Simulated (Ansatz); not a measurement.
A nudged elastic band was laid between two geometries of BrCl2GaH2 (6 atoms, charge 0, multiplicity 1).

Method: RKS PBE/def2-SVP in Ansatz.

```
movable images  : 7
climbing image  : yes
spring          : 5.0 eV/Å²
optimiser       : quadratic models (default)
start path      : through a guess of the saddle point
force threshold : 0.03 eV/Å
iteration limit : 60
end points      : relaxed
```

Initial state:

```xyz
6
Properties=species:S:1:pos:R:3
Ga 0.004 0.223 0.011
H 0.001 0.801 1.465
Cl 1.823 0.119 -1.163
Cl -1.826 0.032 -1.135
Br 0.077 -2.558 0.993
H 0.076 -2.161 2.375
```

Final state:

```xyz
6
Properties=species:S:1:pos:R:3
Ga 0.026 -0.815 -0.409
H 0.010 0.312 2.089
Cl 1.845 0.242 -0.832
Cl -1.845 0.160 -0.801
Br 0.080 -3.004 0.244
H 0.040 -0.439 2.256
```

(1) What changes between the two ends?

(2) What energy profile does the band end with?

(3) What is the geometry of the highest image?

(4) What are the harmonic wavenumbers there?

Answers

(1) Bonds broken: Ga1–H2, Br5–H6. Bonds formed: Ga1–Br5, H2–H6. BrCl2GaH2 becomes BrCl2Ga + H2.

(2) The run converged. The highest image is number 4 of 0 to 8, 41.1 kJ/mol above the first end and 110.5 kJ/mol above the last; the last end lies 69.4 kJ/mol below the first. A vibrational analysis at the climbing image gives one clearly imaginary mode, 690i cm⁻¹: a first-order saddle point. The orbitals stay closed-shell, which can raise the energy where a bond breaks towards radicals; this wasn't checked here.

| image | path coordinate (Å) | energy (kJ/mol) | Ga1–H2 (Å) | Br5–H6 (Å) | Ga1–Br5 (Å) |
| --- | --- | --- | --- | --- | --- |
| 0 | 0.00 | 0.0 | 1.56 | 1.44 | 2.95 |
| 1 | 0.40 | 2.5 | 1.57 | 1.44 | 2.94 |
| 2 | 0.80 | 9.9 | 1.57 | 1.44 | 2.95 |
| 3 | 1.21 | 22.7 | 1.59 | 1.48 | 2.85 |
| 4 | 1.61 | 41.1 | 1.69 | 1.67 | 2.62 |
| 5 | 2.01 | 0.5 | 1.89 | 2.03 | 2.44 |
| 6 | 2.41 | -49.4 | 2.18 | 2.41 | 2.33 |
| 7 | 2.81 | -66.7 | 2.45 | 2.83 | 2.29 |
| 8 | 3.21 | -69.4 | 2.74 | 3.26 | 2.28 |

(3) 
```xyz
6
Properties=species:S:1:pos:R:3
Ga 0.015 -0.220 0.002
H 0.021 0.070 1.665
Cl 1.885 0.199 -0.974
Cl -1.886 0.117 -0.945
Br 0.076 -2.614 1.055
H 0.047 -1.095 1.743
```

(4) 690i, 75, 100, 133, 301, 384, 400, 450, 906, 931, 1275, 1676 cm⁻¹.

Time of the run: 28 s on 4 threads of Intel(R) Xeon(R) 6975P-C (Granite Rapids), on a shared host, peak memory 0.19 GiB.
